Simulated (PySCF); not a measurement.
Si(Cl)(OH)2(NH2) (ClH₄NO₂Si), SMILES [Si](Cl)(N)(O)O. Coordinates come from a PBE0-D3(BJ)/def2-SVP optimisation. The structure was generated by enumeration, and PubChem lists no compound with its InChIKey, so it may never have been made. Other conformers were not sampled.

Computed equilibrium geometry at PBE0-D3(BJ)/def2-SVP (PySCF confirms it by a frequency run) as a Z-matrix (one conformer of several):
```
Si
O 1 1.6450
H 2 0.9624 1 115.61
O 1 1.6505 2 105.04 3 -36.04
H 4 0.9617 1 116.07 2 179.58
N 1 1.7007 2 112.53 3 -160.55
H 6 1.0126 1 119.29 2 -97.53
H 6 1.0137 7 112.05 1 -148.08
Cl 1 2.0705 2 110.96 3 82.16
```
Charge 0, spin multiplicity 1.
